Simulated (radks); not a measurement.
All-electron atom: B2+ in [He] 2s1. All-electron calculation, non-relativistic Kohn-Sham, PBEsol, spin-polarised, spherical densities, point nucleus; open shells are filled with parallel spins first. Program: a radial shooting solver on a logarithmic mesh with Libxc functionals.

Unscreened Slater integrals over Kohn-Sham orbitals (eV). They are taken over the spin-up orbitals.

F0(2s,2s): 15.110
F0(2s,1s): 21.075
G0(2s,1s): 1.7295
F0(1s,1s): 78.094
